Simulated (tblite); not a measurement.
Problem. Write Cartesian coordinates for `C=CCC[SiH2][SiH2]C#N` as optimised with GFN2-xTB.

Solution. 
```xyz
19
C5H11NSi2 angstrom
C     -2.0515    1.2819    0.3225
C     -1.9554   -0.0317    0.2376
C     -0.8632   -0.8414    0.8559
C     -0.0788   -1.6245   -0.2011
Si     0.7027   -0.5046   -1.5308
Si     1.9465    1.1926   -0.5587
C      2.3675    0.7165    1.2000
N      2.5985    0.3846    2.2730
H     -2.8557    1.8298   -0.1387
H     -1.3330    1.8648    0.8760
H     -2.6921   -0.5990   -0.3178
H     -0.1866   -0.1882    1.4125
H     -1.3036   -1.5457    1.5695
H     -0.7432   -2.3502   -0.6752
H      0.7022   -2.1999    0.3008
H      1.5385   -1.3608   -2.3876
H     -0.3488    0.0523   -2.3933
H      1.2796    2.4900   -0.3951
H      3.2665    1.4429   -1.1512
```

Any rigid rotation of these coordinates is as good. Atoms count from 1 in this order. Si5 (SiH2 silicon) is tetrahedral (angles from 106.6° to 111.4°). The 2 C–Si bonds span 1.870 Å (Si6–C7, drawn single) to 1.906 Å (C4–Si5, drawn single), a spread of 0.036 Å. Si6 (SiH2 silicon) is distorted tetrahedral (angles from 102.7° to 116.7°). Of the pairs four or more bonds apart, C7···H12 is among the closest relative to their van der Waals radii: 2.72 Å, 94 % of the sum of Bondi's values.

Bonds between heavy atoms (Å): C1=C2 1.320, C2–C3 1.494, C3–C4 1.532, C4–Si5 1.906, Si5–Si6 2.318, Si6–C7 1.870, C7≡N8 1.147.

Structure optimised with GFN2-xTB, isolated species.

Point group: C1 (no symmetry element, even within 0.4 Å). Its GFN2-xTB frequencies are all real (lowest 17 cm⁻¹). One conformer, not necessarily the lowest (C1–C2–C3–C4 -120°, C2–C3–C4–Si5 58°, C3–C4–Si5–Si6 52°, C4–Si5–Si6–C7 20°).

Time: 2.3 s. Hardware: one thread of an Arm Neoverse N1, shared host with 64 logical CPUs at a one-minute load of 60. These figures are those of the optimisation.

These are computed values.
